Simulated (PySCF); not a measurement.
```xyz
3
charge 0 multiplicity 3, angstrom
Os    0.0000    0.0000   -0.0946
O     1.5472    0.0000    0.5676
O    -1.5472    0.0000    0.5676
```

Method: UPBE0 in PySCF with Os def2-TZVP with ECP60, O def2-TZVP; scalar-relativistic core potentials, no spin–orbit coupling; density-fitted integrals.

This geometry of OsO2 is a stationary point at this level.

What is the point group?

C2v.

Is it a minimum?

Yes: all harmonic wavenumbers are real.

Which band is strongest in the infrared?

1007 cm⁻¹ (b2), 234 km/mol.

What are the dipole moment and the gap between the highest occupied and lowest empty levels of either spin?

2.04 D and 3.54 eV.

Give the ideal-gas entropy at 298.15 K and 1 bar by parts.

translation 176.3, rotation 89.8, vibration 8.6, spin 9.1; total 283.9 J/(mol K).

Other isomers or separated fragments may lie lower. With open d or f shells other occupations or spin states may lie lower. Spin–orbit coupling, left out here, can matter for elements this heavy.
